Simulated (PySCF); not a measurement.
PySCF input file for Ge(F)2(Br)(Me) (CH3BrF2Ge), SMILES [CH3][Ge]([F])([F])[Br], PBE/pcSseg-1. Coordinates come from a TPSSh-D3(BJ)/def2-SVP optimisation.

```python
import numpy as np
from pyscf import gto, scf, dft
from pyscf.prop.nmr import rks as nmr

mol = gto.M(
    atom='''
    C    -1.68170224   -1.55418688   -0.00000000
    Ge    0.03209078   -0.66823064    0.00000000
    F     0.98411497   -1.14903790    1.36646734
    F     0.98411497   -1.14903789   -1.36646735
    Br   -0.07579732    1.61565882    0.00000000
    H    -2.23985061   -1.25782141    0.89868571
    H    -2.23985061   -1.25782141   -0.89868571
    H    -1.51815369   -2.64123213   -0.00000001
    ''',
    basis='pcSseg-1',
    charge=0,
    spin=0,
    max_memory=1600,
    verbose=3,
)
mf = dft.RKS(mol, xc='pbe')
mf.grids.level = 3
mf.conv_tol = 1e-10
mf.max_cycle = 100
mf.kernel()
n = nmr.NMR(mf)
n.verbose = 2
n.max_cycle_cphf = 60
sigma = n.kernel()
print('atom   isotropic/ppm   span/ppm')
for i, s in enumerate(sigma):
    w = np.linalg.eigvalsh((s + s.T) / 2)
    print(f'{mol.atom_symbol(i):2s}{i + 1:3d} {w.mean():14.3f} {w[2] - w[0]:11.3f}')
```

It prints:

```
converged SCF energy = -4889.4578811296
atom   isotropic/ppm   span/ppm
C   1        169.361      35.897
Ge  2       1153.457     188.394
F   3        259.184     167.064
F   4        259.184     167.064
Br  5       2344.801     898.670
H   6         29.980      11.563
H   7         29.980      11.563
H   8         29.992      13.376
```

The calculation finished and met its thresholds.
